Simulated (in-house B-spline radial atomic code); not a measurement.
A run on Cs II (Cs+) (an excited or competing configuration) that did not converge. Method: scalar-relativistic (X2C) r2SCAN0, spin-polarised, spherical fractional occupations, exact exchange averaged over the configuration, Fermi nucleus of rms radius 4.8041 fm; computed with a B-spline radial code for spherical atoms.

Command:
```bash
python run_scf.py task.json out
```
Settings (nuclear radius in fm, mass in u):
```
Z                55
configuration    [Ar] 3d9 4s2 4p6 4d10 5s2 5p6 6s1
hamiltonian      x2c
method           r2scan0
spin_polarised   True
nucleus          fermi
rms_radius       4.8041
atomic_mass      132.90545
speed_of_light   137.035999084
exact_exchange   averaged over the configuration
```

First and last ten iterations of the last attempt (damped for 15 steps, keeping 80 % of the old Fock matrix, then DIIS):
```
 iter        energy (Eh)    residual
    1       -7759.051490    1.28e-01
    2       -7759.062104    2.98e-03
    3       -7759.062181    2.12e-03
    4       -7759.062216    1.52e-03
    5       -7759.062234    1.10e-03
    6       -7759.062242    8.07e-04
    7       -7759.062247    6.14e-04
    8       -7759.062249    4.88e-04
    9       -7759.062251    3.89e-04
   10       -7759.062252    3.12e-04
  111       -7759.062253    8.71e-07
  112       -7759.062253    8.69e-07
  113       -7759.062253    2.60e-06
  114       -7759.062253    2.11e-06
  115       -7759.062253    1.74e-06
  116       -7759.062253    1.69e-06
  117       -7759.062253    8.70e-07
  118       -7759.062253    8.70e-07
  119       -7759.062253    8.70e-07
  120       -7759.062253    8.69e-07
 not converged after 120 iterations
```

The smallest residual met was 8.7e-07; the threshold is about 6e-07. Over the last five steps the energy moves by less than 1e-08 hartree, but the orbitals didn't meet the threshold. Cost of the run: 10 s on 1 thread of Arm Neoverse N1 (shared host).
